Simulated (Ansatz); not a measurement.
A geometry relaxed with PBE0-D4/def2-TZVP (Ansatz, a first-principles code), charge 0, multiplicity 1:

```xyz
4

In    -0.0504     0.0041     0.4578
Cl     2.1974    -0.1806     0.7682
F     -0.9579     1.6988     0.4374
F     -1.1891    -1.5224     0.1954
```

Problem. Write the SMILES of this molecule.

Solution. `[F][In]([F])[Cl]`
